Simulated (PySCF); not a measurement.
How methods differ on the ionisation energy of Ru³⁰⁺

Ru³⁰⁺ [Ne] 3s2 3p2 (3P) → Ru³¹⁺ [Ne] 3s2 3p1 (2P), as a difference of total energies. Computed with PySCF 2.14 in an uncontracted even-tempered set (16 s from 4.1 bohr⁻², ratio 2.5; 10 p from 5.4 bohr⁻², ratio 2.5; 5 d from 23 bohr⁻², ratio 2.7; 4 f from 34 bohr⁻², ratio 2.7), with the non-relativistic Hamiltonian (point nucleus). Correlated levels: outer shells: 1s2 frozen; virtual orbitals above 40 to 60 times the deepest correlated orbital energy dropped. The calculations carry no spin-orbit coupling.

```csv
method,ionisation energy (eV)
UHF,1707.4
LDA,1708.9
PBE,1709.2
r2SCAN,1709.3
MN15,1714.5
MP2 (outer shells),1707.8
SCS-MP2 (outer shells),1707.6
```

Problem. Estimate what PBE0 gives.

Solution. 1709.1 eV, closest to PBE among the rows shown.

Problem. Estimate what BHandHLYP gives.

Solution. 1709.1 eV, closest to PBE among the rows shown.

Spin-orbit coupling is strong in these open shells (close to jj coupling). The scalar numbers leave it out and a first-order estimate fails, so it can dominate the gap to the real levels.

The gap to the reference is mostly relativistic.

For comparison: 1743 ± 4 eV (semi-empirical (NIST evaluation); NIST Atomic Spectra Database, ionization energies).
